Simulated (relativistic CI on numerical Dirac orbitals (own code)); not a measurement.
Calculated at this level of theory: Dirac-Coulomb-Breit CI, orbitals from a KLI potential per configuration, model QED, unscaled Slater integrals (own radial code, finite nucleus).

Configuration list (outside the closed core [Ar] 3d10): 4s2 4p6 4d4, 4s2 4p5 4d5, 4s2 4p6 4d3 4f, 4s 4p6 4d5, 4s2 4p5 4d4 4f, 4s2 4p6 4d3 5s, 4s 4p6 4d4 4f, 4s2 4p6 4d3 5p, 4s2 4p6 4d2 4f 5s, 4s2 4p6 4d3 5d, 4s2 4p6 4d2 5s 5p, 4s2 4p5 4d4 5s, 4s2 4p6 4d3 5f, 4s2 4p6 4d3 6s, 4s2 4p6 4d3 6p, 4s 4p6 4d3 4f 5s, 4p6 4d5 4f, 4s2 4p6 4d3 6f, 4s2 4p6 4d3 7p, 4p6 4d6, 4p5 4d7, 4p5 4d6 4f, 4s2 4p6 4d2 5s2, 4s2 4p6 4d 4f 5s2, 4s2 4p5 4d2 4f 5s2, 4s 4p6 4d2 4f 5s2. Double excitations out of closed p, d and f shells are left out; levels of such configurations are missing from the list, as are those of other unlisted configurations, and high levels can miss mixing partners. These lack a partner that the ground configuration has and come out too high: 4s2 4p5 4d4 5s.

At this charge energies of transitions that change n are usually good to better than 1 %, and those within a shell (Δn = 0) to a few per cent. Terms inside the open d or f shell come out 10 to 20 % too wide with unscaled integrals.

Outline of the computed level scheme of Nd XXI. Lowest level of each configuration: 4s2 4p6 4d4 5D_0 at 0.000 eV; 4s2 4p5 4d5 7P°_4 at 105.621 eV.

Some strong electric-dipole decays among the lowest 45 levels: 4s2 4p5 4d5 5G°_2 → 4s2 4p6 4d4 5D_1 (4.6e+09 s⁻¹); 4s2 4p5 4d5 5G°_3 → 4s2 4p6 4d4 5D_2 (3.9e+09 s⁻¹); 4s2 4p5 4d5 5G°_4 → 4s2 4p6 4d4 5D_3 (2.4e+09 s⁻¹); 4s2 4p5 4d5 7P°_3 → 4s2 4p6 4d4 5D_4 (1.1e+09 s⁻¹).

LS names give the leading component of a level, which can be under half, so a name can repeat, a term be missing and a line seem to break the LS rules.
